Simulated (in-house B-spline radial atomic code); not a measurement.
# Ionising the technetium ion Tc⁸⁺ with different functionals

Computed with a B-spline radial code for spherical atoms: scalar-relativistic (spin-free X2C) Hamiltonian, Fermi nucleus of rms radius 4.41117 fm, spin-polarised at highest spin, spherical fractional occupations for the functionals, and exact exchange of hybrids averaged over the configuration. The ionisation energy is the difference of two self-consistent energies, [Ar] 3d10 4s2 4p5 → [Ar] 3d10 4s2 4p4, without Breit or QED terms; ε is the level of the shell that loses the electron (its least bound occupied spin orbital). There is no spin-orbit coupling in this Hamiltonian.

| method | rung | ΔSCF (eV) | -ε(4p) (eV) |
| --- | --- | --- | --- |
| PBE0 | global hybrid | 171.50 | 164.30 |
| B3LYP | global hybrid | 171.57 | 163.79 |
| TPSSh | global hybrid | 171.60 | 162.89 |
| BHandHLYP | global hybrid | 171.34 | 166.70 |
| r2SCAN0 | global hybrid | ? | ? |
| B97-1 | global hybrid | 171.48 | 163.86 |
| HSE06 | range-separated hybrid | ? | ? |
| wB97X | range-separated hybrid | 171.31 | 166.71 |
| CAM-B3LYP | range-separated hybrid | 171.53 | 165.77 |
| LC-wPBE | range-separated hybrid | 171.55 | 167.14 |

(1) What does r2SCAN0 give?

(2) What does HSE06 give?

(3) Among the functionals, which spreads more, the ΔSCF values or the orbital energies?

(4) How do they compare with the NIST value?

Results:

(1) ΔSCF 171.72 eV, and -ε(4p) = 164.68 eV.

(2) ΔSCF 171.45 eV, and -ε(4p) = 163.80 eV.

(3) The orbital energies: ΔSCF values span about 0.41 eV and the orbital energies 4.25 eV; here energy differences depend much less on the functional than eigenvalues do.

(4) NIST lists 169 eV ± 2.2 (tabulated theory, ground level to ground level). Errors run from +2.31 to +2.72 eV; all lie within about twice that uncertainty, so the table can't rank the methods.
